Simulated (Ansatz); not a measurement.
CH7BO2Si, relaxed with RKS PBE0-D4/def2-TZVP in the Gaussian-basis code of Ansatz from a PBE-D4/def2-SVP geometry. The force threshold is 0.005 eV/Å; the program also tests the step.

The species carries charge 0 and has multiplicity 1. The bonds changed during the relaxation, so this is another structure than the one it started from.

Start:

```xyz
12

B     0.500   -0.252    0.822
C     0.945   -0.180   -0.651
O     0.916   -1.192   -1.496
O     1.331    0.947   -1.246
Si   -1.520    0.066    0.698
H     0.940    0.713    1.450
H     0.605   -1.360    1.330
H     1.161   -0.869   -2.392
H     1.340    1.640   -0.552
H    -2.106    0.117    2.087
H    -2.248   -1.011   -0.072
H    -1.865    1.379    0.023
```

```json
{"step": "1", "energy (eV)": "-13791.3727", "largest force (eV/Å)": "0.796", "largest move (Å)": "0.000"}
{"step": "2", "energy (eV)": "-13791.4134", "largest force (eV/Å)": "0.272", "largest move (Å)": "0.041"}
{"step": "3", "energy (eV)": "-13791.4159", "largest force (eV/Å)": "0.282", "largest move (Å)": "0.020"}
{"step": "4", "energy (eV)": "-13791.4191", "largest force (eV/Å)": "0.041", "largest move (Å)": "0.016"}
{"step": "5", "energy (eV)": "-13791.4195", "largest force (eV/Å)": "0.030", "largest move (Å)": "0.021"}
{"step": "6", "energy (eV)": "-13791.4197", "largest force (eV/Å)": "0.010", "largest move (Å)": "0.008"}
{"step": "7", "energy (eV)": "-13791.4198", "largest force (eV/Å)": "0.013", "largest move (Å)": "0.013"}
{"step": "8", "energy (eV)": "-13791.4198", "largest force (eV/Å)": "0.018", "largest move (Å)": "0.011"}
{"step": "9", "energy (eV)": "-13791.4199", "largest force (eV/Å)": "0.008", "largest move (Å)": "0.003"}
{"step": "10", "energy (eV)": "-13791.4199", "largest force (eV/Å)": "0.003", "largest move (Å)": "0.004"}
```

End:

```xyz
12

B     0.513   -0.262    0.834
C     0.930   -0.181   -0.630
O     0.928   -1.189   -1.458
O     1.266    0.941   -1.237
Si   -1.492    0.075    0.681
H     0.941    0.688    1.453
H     0.616   -1.357    1.318
H     1.137   -0.888   -2.355
H     1.260    1.646   -0.575
H    -2.086    0.098    2.046
H    -2.209   -0.962   -0.117
H    -1.805    1.391    0.040
```

Run time 33 s (4 threads of an Arm Neoverse V1 on a shared host); peak host memory 0.49 GiB.
